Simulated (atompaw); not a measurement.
## What one change does to a pseudopotential (Sn, PAW (atompaw))

- Element: tin
- Generator: atompaw 4.2.0.5
- Type: PAW
- Functional: PBE
- Relativity: scalar-relativistic
- Frozen core: [Kr]
- Valence charge: 14
- Reference configuration: 4d10 5s2 5p2
- Partial waves: 5s (bound): rc 2.90 bohr; 5s channel at -0.4 Ry: rc 2.90 bohr; 5p (bound): rc 2.90 bohr; 5p channel at 0.3 Ry: rc 2.90 bohr; 4d (bound): rc 0.90 bohr; 4d channel at -1.25 Ry: rc 0.90 bohr
- Local potential: bessel scheme, radius 2.80 bohr
- Core correction: smooth core density matched at 1.60 bohr
- Augmentation charge: besselshape compensation charge, radius 2.55 bohr; PAW radius 2.90 bohr; waves and projectors: custom rrkj vanderbiltortho

Change: augmentation besselshape compensation charge, radius 2.55 bohr; PAW radius 2.90 bohr; waves and projectors: custom polynom vanderbiltortho.

Cutoffs: the cutoffs (Ry, on a coarse ladder) from which the occupation-weighted sum of valence levels, in a spherical-Bessel basis at the reference potential, stays within 10 and 1 mRy of its value at 400 Ry; they do not see the model core or the augmentation charge, which bear on the density cutoff.

**Question.** What does the change do?

**Answer.** The potential gets softer (140 Ry and 260 Ry → 90 Ry and 160 Ry); neither file shows a bound ghost.

| quantity | base | changed |
| --- | --- | --- |
| cutoff, loose | 140 Ry | 90 Ry |
| cutoff, tight | 260 Ry | 160 Ry |
| loose cutoff by channel (10 mRy a level) | s 6 Ry, p 6 Ry, d 100 Ry | s 6 Ry, p 6 Ry, d 70 Ry |
| bound ghosts | none | none |
| s: phases at 2.91 bohr within 0.05 rad from the reference energy up to (Ry; the scan ends near 5) | 1.8 | 2.3 |
| p: phases at 2.91 bohr within 0.05 rad from the reference energy up to (Ry; the scan ends near 5) | 3.0 | 3.4 |
| d: phases at 2.91 bohr within 0.05 rad from the reference energy up to (Ry; the scan ends near 5) | 4.4 | 4.4 |
| lowest overlap eigenvalue by channel | s 0.40, p 0.67, d 0.96 | s 0.23, p 0.51, d 1.00 |

 The cutoffs see the waves, projectors and local potential, not the compensation charge or the core.
